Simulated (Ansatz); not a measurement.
Ga(H2S)H3 (GaH₅S). Total charge 0; singlet. Geometry PBE0-D4/def2-TZVP.

```xyz
7

Ga    0.604   -0.722   -0.620
S    -0.267    1.238    0.842
H    -1.387    1.497    0.147
H    -0.926    0.503    1.753
H     1.049    0.196   -1.819
H    -0.753   -1.516   -0.729
H     1.681   -1.196    0.427
```

Estimate the orbital energies around the gap (eV) in Ansatz with PBE-D4/def2-TZVP, PBE-D4/def2-TZVPD, revPBE-D4/def2-TZVP, r2SCAN-D4/def2-TZVP, ωB97M-V/def2-TZVP.


```tsv
orbital	PBE-D4/def2-TZVP	PBE-D4/def2-TZVPD	revPBE-D4/def2-TZVP	r2SCAN-D4/def2-TZVP	ωB97M-V/def2-TZVP
HOMO−13	-96.77	-96.80	-96.75	-99.78	-105.78
HOMO−12	-96.77	-96.80	-96.75	-99.78	-105.78
HOMO−11	-19.93	-19.93	-19.89	-20.75	-25.27
HOMO−10	-19.03	-19.06	-18.96	-19.63	-24.99
HOMO−9	-18.94	-18.97	-18.87	-19.52	-24.99
HOMO−8	-18.94	-18.96	-18.87	-19.52	-24.88
HOMO−7	-18.84	-18.86	-18.76	-19.42	-24.88
HOMO−6	-18.84	-18.86	-18.76	-19.42	-24.74
HOMO−5	-12.23	-12.23	-12.21	-12.69	-15.99
HOMO−4	-11.16	-11.17	-11.10	-11.57	-15.33
HOMO−3	-10.02	-10.03	-9.98	-10.39	-13.78
HOMO−2	-7.67	-7.69	-7.63	-7.98	-11.09
HOMO−1	-6.70	-6.71	-6.66	-7.02	-10.20
HOMO	-6.64	-6.66	-6.61	-6.96	-10.14
LUMO	-1.47	-1.53	-1.43	-1.18	1.34
LUMO+1	-1.09	-1.42	-0.99	-0.58	1.59
LUMO+2	-0.58	-0.79	-0.50	-0.22	2.14
LUMO+3	1.02	0.21	1.11	1.45	3.54
LUMO+4	1.43	0.45	1.53	1.95	3.65
LUMO+5	1.54	0.59	1.63	2.05	3.77
```
